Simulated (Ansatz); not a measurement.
Basis sets compared for TiSi6⁺. The state is a doublet with charge 1. Geometry PBE0-D4/def2-SVP. Ansatz on 4 threads of Arm Neoverse V2 on a shared host; times are rough, and most runs start from earlier orbitals.

```csv
atom,x (Å),y (Å),z (Å)
Ti1,-1.014,-0.306,-1.285
Si2,1.247,-1.038,0.248
Si3,-1.691,1.016,2.196
Si4,1.003,1.194,-1.155
Si5,1.348,-0.880,-2.129
Si6,0.392,0.933,1.124
Si7,-1.285,-0.919,1.002
```

At PBE0-D4/def2-SVP, PBE0-D4/def2-TZVP the charge 1 doublet is spin-contaminated (final ⟨S²⟩ up to 0.88, 0.75 for a pure state). No other spin state of charge 1 was run. Another isomer (doublet) lies 0.79 eV lower at PBE0-D4/def2-TZVP; other spin states weren't run for this one.

| level | functions | energy (Eh) | HOMO (eV) | LUMO (eV) | wall time |
| --- | --- | --- | --- | --- | --- |
| PBE-D4/def2-SVP | 139 | -2584.4138 | -9.55 | -8.71 | 5 s |
| PBE0-D4/def2-SVP | 139 | -2584.5424 | -10.33 | -7.93 | 8.5 s |

(1) Estimate the rows for PBE-D4/def2-TZVP (with forces), PBE0-D4/def2-TZVP.

Answers

(1) 
| level | functions | energy (Eh) | HOMO (eV) | LUMO (eV) | wall time |
| --- | --- | --- | --- | --- | --- |
| PBE-D4/def2-TZVP (with forces) | 267 | -2585.1315 | -9.39 | -8.56 | 12 s |
| PBE0-D4/def2-TZVP | 267 | -2585.2558 | -10.17 | -7.74 | 41 s |
